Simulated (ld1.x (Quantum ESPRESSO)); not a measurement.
## Logarithmic derivatives: Si, PAW

ld1.x (Quantum ESPRESSO) 7.5 input, shortened:

```
&input
   title='Si', zed=14., rel=1, dft='PZ', iswitch=3,
   config='[Ne] 3s2 3p2 3d-2'
 /
 &inputp
   pseudotype=3, lpaw=.true., tm=.true., lloc=-1, rcloc=1.35,
   nlcc=.true., new_core_ps=.true., rcore=0.75,
   which_augfun='PSQ', rmatch_augfun_nc=.true.
 /
6
3S  1  0   2.00   0.00  1.40  1.60  0.0
3S  1  0   0.00  -0.45  1.40  1.60  0.0
3P  2  1   2.00   0.00  1.75  1.90  0.0
3P  2  1   0.00   0.05  1.75  1.90  0.0
3D  3  2  -2.00  -0.15  1.40  1.85  0.0
3D  3  2  -2.00   1.55  1.40  1.85  0.0
 &test
   configts(1)='3s2 3p2'
 /
```

The phase is arctan(r·u′/u) with u = r·R(r), unwrapped; energies in Ry, scanned from -3 to 5 Ry. A pole is an energy at which the radial function vanishes at the test radius. The pseudo phase is shifted by a multiple of π to meet the all-electron one at the reference energy, and phase errors are pseudo minus all-electron; the curves can meet again beyond the range given. Levels narrower than the energy grid can be missing from the lists of poles.

```tsv
channel	radius (bohr)	reference energy (Ry)	poles, all-electron	poles, pseudo	unbroken range about the reference energy with phases within 0.05 rad	phase error 1 Ry above the reference energy (rad)
s	2.05	-0.80	1.79	1.70, 2.37	below 2.1	-0.000
p	2.05	-0.31	2.73	2.70	the whole range	-0.000
d	2.05	-0.15	3.41	3.42	the whole range	+0.000
```

Phases in the d channel:

```tsv
E (Ry)	all-electron	pseudo
-3.00	1.298	1.298
-2.52	1.276	1.276
-2.04	1.248	1.248
-1.56	1.210	1.210
-1.08	1.158	1.158
-0.60	1.078	1.078
-0.12	0.944	0.944
0.36	0.679	0.679
0.84	0.093	0.093
1.32	-0.704	-0.704
1.80	-1.147	-1.147
2.28	-1.354	-1.354
2.76	-1.470	-1.470
3.24	-1.548	-1.547
3.72	-1.608	-1.607
4.20	-1.662	-1.658
4.68	-1.715	-1.709
```
